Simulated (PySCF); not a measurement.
A structure optimised at PBE0-D3(BJ)/def2-SVP, used in a PySCF frequency run:

```xyz
14

C      2.5430    -0.6634     0.4940
C      1.6451    -0.7764    -0.7018
N      0.4317    -0.4466    -0.8067
Si    -0.7137     0.2226     0.3152
N     -2.2537    -0.4898     0.0450
O     -0.7139     1.8479    -0.0391
H      2.0146    -0.2837     1.3789
H      3.3818     0.0134     0.2600
H      2.9905    -1.6433     0.7281
H      2.1496    -1.2004    -1.5973
H     -0.4250     0.0020     1.7674
H     -2.6957    -1.0441     0.7674
H     -2.5089    -0.8079    -0.8832
H     -1.5786     2.2577     0.0582
```
Charge 0, spin multiplicity 1.

Write its SMILES and formula.

C/C=N\[Si@H](N)O, C₂H₈N₂OSi

What are its rotational constants (standard atomic weights)?

5.1055, 1.6949, 1.4906 GHz
